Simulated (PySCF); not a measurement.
Dipole response of As²⁺ (arsenic, charge +2)

[Ar] 3d10 4s1 4p2, high-spin 4P determinant (an excited configuration). All numbers are calculated (PySCF 2.14, scalar relativity by spin-free X2C-1e, in aug-cc-pVQZ-DK (8s7p5d3f2g, 93 functions)). Coupled (time-dependent) response in atomic units; α is the mean over directions.

| method | mean α (bohr³) | α xx, yy, zz | C₆ (like pair) | S(−4) |
| --- | --- | --- | --- | --- |
| BHandHLYP | 9.322 | 9.752, 9.107, 9.107 | 38.67 | 29.93 |
| MN15 | 9.078 | 9.887, 8.674, 8.674 | 36.46 | 29.86 |

S(−4) is the Cauchy moment in α(ω) = α(0) + S(−4) ω² + …

Spin-orbit coupling is absent.

α(iu) at MN15:

```tsv
u (hartree)	α(iu) (bohr³)
0	9.078
0.0500	9.004
0.100	8.790
0.200	8.034
0.300	7.047
0.500	5.125
0.750	3.437
1.00	2.423
1.50	1.403
2.00	0.9363
3.00	0.5232
5.00	0.2414
```

For an ion, C₆ is the dispersion term alone; charge-induced terms of lower order in 1/R come first.

The components differ because the open shell of this determinant is not spherical; for a pure term their mean is the scalar polarisability.
